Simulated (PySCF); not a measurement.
W(O)2(F)2 anion (F2O2W), SMILES [O]=[W](=[O])([F])[F] (connectivity only; charge and spin as stated), charge -1, multiplicity 2. Atoms are numbered in the order given.

```xyz
5

W      0.0000     0.0000     0.1038
O      0.0000     1.4502     1.0901
O      0.0000    -1.4502     1.0901
F     -1.2855     0.0000    -1.3955
F      1.2855     0.0000    -1.3955
```
Charge -1, spin multiplicity 2.

Geometry: PBE-D3(BJ)/def2-SVPD. The multiplicity is an assumed one; other spin states were not compared. The isomer is the one that the SMILES or the coordinates give; other isomers of the formula were not compared. The def2 effective core potentials stand for the cores of W; spin–orbit coupling is left out.

The numbers are results of CAM-B3LYP/def2-SVPD (PySCF), not measurements.

Mulliken values depend strongly on the basis, most of all with diffuse functions as here. ESP charges are fitted to the potential on shells at 1.4 to 2.0 van der Waals radii. Atomic charges (e):

| atom | ESP fit | Mulliken | Mulliken spin |
|---|---|---|---|
| W1 | … | 1.95 | 1.04 |
| O2 | … | -0.79 | -0.03 |
| O3 | … | -0.79 | -0.03 |
| F4 | … | -0.68 | 0.01 |
| F5 | … | -0.68 | 0.01 |

Problem. Complete the blanks. (An estimate is asked for; the answer gives what the named calculation found.)

Solution. 
- W1, ESP fit: 1.31
- O2, ESP fit: -0.68
- O3, ESP fit: -0.68
- F4, ESP fit: -0.47
- F5, ESP fit: -0.47
